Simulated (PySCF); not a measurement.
Compound: C₄H₁₁ClSi.
Atom-mapped SMILES: `[CH3:1][CH2:2][CH2:3][SiH2:4][CH2:5][Cl:6]` (hydrogens: H7, H8, H9 on C1; H10, H11 on C2; H12, H13 on C3; H14, H15 on Si4; H16, H17 on C5)

Method: PBE0-D3(BJ)/def2-SVP geometry optimisation, gas phase in PySCF 2.14.0.

(1) What internal coordinates does the optimisation give?

Answers

(1) 
```tsv
bond	length (Å)
C1–C2	1.521
C2–C3	1.531
C3–Si4	1.890
Si4–C5	1.896
C5–Cl6	1.792
C1–H7, C1–H8, C1–H9	1.102
C2–H10, C2–H11	1.104
C3–H12, C3–H13	1.105
Si4–H14, Si4–H15	1.494
C5–H16, C5–H17	1.100
```

Bonds in one row agree within 0.01 Å and their mean is given. A selection of angles:
```tsv
angle	degrees
C2–C1–H7	111.4
H7–C1–H8	107.3
C1–C2–C3	113.9
C1–C2–H10	109.2
C3–C2–H10	109.1
H10–C2–H11	105.6
C2–C3–Si4	115.9
C2–C3–H12	109.8
Si4–C3–H12	107.0
H12–C3–H13	105.7
C3–Si4–C5	109.1
C3–Si4–H14	110.4
C3–Si4–H15	112.3
C5–Si4–H14	108.5
H14–Si4–H15	108.9
Si4–C5–Cl6	110.3
Si4–C5–H16	111.7
Cl6–C5–H16	107.7
H16–C5–H17	107.8
```

Torsions: C1–C2–C3–Si4 -62° (synclinal); C2–C3–Si4–C5 -167° (antiperiplanar); C3–Si4–C5–Cl6 -179° (antiperiplanar). The mirror-image conformer, all signs reversed, is as good.

Of the pairs four or more bonds apart, Si4···H8 is among the closest relative to their van der Waals radii: 3.00 Å, 91 % of the sum of Bondi's values. Si4 (SiH2 silicon) is tetrahedral (angles from 107.5° to 112.3°).

Point group: C1 (no symmetry element, even within 0.4 Å). Not checked by PBE0-D3(BJ)/def2-SVP frequencies. The numbers are those of one conformer.

On Arm Neoverse N1, one thread, shared host with 64 logical CPUs at a one-minute load of 62, this took 2.1 min of wall time and 0.58 GiB of memory at its peak. These figures are those of the optimisation.
